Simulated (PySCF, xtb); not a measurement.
HSi, SMILES [SiH] (connectivity only; charge and spin as stated), neutral, multiplicity 2.

Harmonic wavenumbers (cm⁻¹) from GFN2-xTB (xtb 6.7.1) at its own minimum, in rising order: 1742.

Problem. What does PBE-D3(BJ)/def2-TZVPD in PySCF 2.14.0 give at its own minimum? (Estimate from the structure and the level; the computed values follow.)

Solution. 1950. Paired by order, the mean absolute difference is 208 cm⁻¹ and the zero-point energies are 2.5 and 2.8 kcal/mol.
